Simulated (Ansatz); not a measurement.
Job for Ansatz (a program for electronic structure): R-r2SCAN/def2-TZVPP on H2Pb (SMILES [PbH2]). Elements past Kr take the def2 small-core potentials; no spin–orbit coupling.

Ansatz 0.2 input:
```yaml
crystal:
  periodic: [false, false, false]
  atoms:
    - {symbol: Pb, position_ang: [0.00403333, -0.00039883, 0.02963312]}
    - {symbol: H, position_ang: [-0.18744080, -1.28649527, -1.28065292]}
    - {symbol: H, position_ang: [-0.15696433, 1.32055095, -1.24971334]}
basis:
  gaussian:
    orbitals: def2-TZVPP
hamiltonian:
  xc: {name: r2SCAN}
accuracy: high
phonons: {}
scf: {lower_state_search: off}
```

### Question
What total energy does the run end on?

### Answer
-194.1141 hartree.

### Question
How many basis functions does it have, and what does it roughly cost on one machine?

### Answer
78 functions; roughly 50 core-seconds.
